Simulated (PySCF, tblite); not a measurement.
Dissociation curve of SMILES [GaH3] (H3Ga). The Ga1–H4 bond (Ga1 also carries H, H; H4 carries nothing else) is pulled apart rigidly from the PBE0/def2-TZVP optimised geometry. Each curve is given relative to its own lowest point near equilibrium.

```csv
R / Å,A,B,C
1.27,20.6,23.3,25.8
1.35,8.8,11.4,12.6
1.41,3.9,5.7,6.3
1.48,1.0,1.8,2.0
1.51,0.4,0.9,0.9
1.57,0.0,0.0,0.0
1.59,0.1,0.0,0.0
1.66,0.8,0.8,0.9
1.73,2.3,2.8,3.1
1.82,4.9,6.4,7.2
1.94,9.0,12.7,14.2
2.11,15.7,22.9,25.7
2.32,24.9,36.3,40.9
2.62,38.3,54.4,61.9
2.83,47.5,64.6,75.5
3.12,59.0,73.4,92.3
3.40,68.7,78.1,106.5
3.76,78.5,81.2,122.1
4.29,87.6,83.0,140.2
4.78,91.7,83.5,152.6
5.48,93.7,83.7,164.9
```

Energies in kcal/mol.

**Question.** Assign the columns to these levels of theory: tblite with GFN2-xTB, 300 K electronic temperature; restricted Hartree-Fock/6-31G*, spherical d run with PySCF; PySCF with unrestricted B3LYP/LANL2DZ, with its core potentials past Ne.

**Answer.** A is GFN2-xTB; B is UKS-B3LYP/LANL2DZ; C is RHF/6-31G*.

The restricted form behind RHF/6-31G* keeps the bonding electrons paired and can't separate into open-shell fragments. The unrestricted determinant behind UKS-B3LYP/LANL2DZ is spin-contaminated at 2.83 to 5.48 Å (<S²> up to 1.0, against 0.00 for a pure singlet).
